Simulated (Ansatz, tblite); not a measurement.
Spin states of Al₂Si₂ (the lowest singlet isomer of a short search), each relaxed with PBE-D4/def2-TZVP in Ansatz. Electronic energies in the gas phase.

The xTB rows come from tblite. Correlated methods freeze 20 core orbitals. The structure comes from a short search, and lower isomers may exist.

Singlet geometry (D2h within 0.1 Å):

```xyz
4

Al    0.1402   -1.1945    0.1354
Al   -0.1418    1.1949   -0.1307
Si   -2.0356   -0.3153   -0.6730
Si    2.0373    0.3150    0.6684
```

Triplet geometry (C2v within 0.1 Å):

Cartesian coordinates in Å:
```
Al -1.4548 0.0107 0.1731
Al 1.3761 -0.5000 -0.0535
Si 0.2569 0.6502 1.7429
Si -0.1782 -0.1610 -1.8625
```

Quintet geometry (D2h within 0.1 Å):

```csv
atom,x (Å),y (Å),z (Å)
Al1,-0.221,0.922,1.060
Al2,0.222,-0.921,-1.060
Si3,-1.505,0.874,-1.075
Si4,1.504,-0.875,1.075
```

⟨S²⟩: triplet 2.04 at PBE0-D4/def2-TZVP (pure 2.00), quintet 6.03 at PBE0-D4/def2-TZVP (pure 6.00).

Run but left out: HF/def2-TZVP, HF/def2-TZVPP, r2SCAN-D4/def2-TZVP (singlet: restricted singlet, unstable towards broken spin symmetry); MP2/def2-TZVP, MP2/def2-TZVPP, CCSD/def2-TZVPP, CCSD(T)/def2-TZVPP (triplet: ⟨S²⟩ 3.02, where a pure state has 2.00).

Only these spin states were relaxed.

```json
{"level": "GFN2-xTB", "triplet − singlet (kJ/mol)": "62.5", "quintet − singlet (kJ/mol)": "88.7", "lowest of these": "singlet"}
{"level": "BLYP-D4/def2-TZVP", "triplet − singlet (kJ/mol)": "-24.7", "quintet − singlet (kJ/mol)": "54.9", "lowest of these": "triplet"}
{"level": "PBE0-D4/def2-TZVP", "triplet − singlet (kJ/mol)": "-30.9", "quintet − singlet (kJ/mol)": "25.7", "lowest of these": "triplet"}
{"level": "ωB97M-V/def2-TZVP", "triplet − singlet (kJ/mol)": "-4.0", "quintet − singlet (kJ/mol)": "53.3", "lowest of these": "triplet"}
{"level": "RPA@PBE/def2-TZVP", "triplet − singlet (kJ/mol)": "-12.4", "quintet − singlet (kJ/mol)": "62.1", "lowest of these": "triplet"}
```

Question: Estimate the rows for GFN1-xTB, PBE-D4/def2-TZVP, B97M-V/def2-TZVP, r2SCANh-D4/def2-TZVP, CAM-B3LYP-D4/def2-TZVP.

Answer: 
```json
{"level": "GFN1-xTB", "triplet − singlet (kJ/mol)": "21.8", "quintet − singlet (kJ/mol)": "129.6", "lowest of these": "singlet", "remarks": "–"}
{"level": "PBE-D4/def2-TZVP", "triplet − singlet (kJ/mol)": "-28.8", "quintet − singlet (kJ/mol)": "44.7", "lowest of these": "triplet", "remarks": "–"}
{"level": "B97M-V/def2-TZVP", "triplet − singlet (kJ/mol)": "-15.5", "quintet − singlet (kJ/mol)": "51.2", "lowest of these": "triplet", "remarks": "–"}
{"level": "r2SCANh-D4/def2-TZVP", "triplet − singlet (kJ/mol)": "-45.7", "quintet − singlet (kJ/mol)": "14.3", "lowest of these": "triplet", "remarks": "–"}
{"level": "CAM-B3LYP-D4/def2-TZVP", "triplet − singlet (kJ/mol)": "-23.9", "quintet − singlet (kJ/mol)": "25.7", "lowest of these": "triplet", "remarks": "spin-contaminated (⟨S²⟩ 2.17) (triplet)"}
```

The xTB methods have no term that favours high spin, so they put low spin too low.
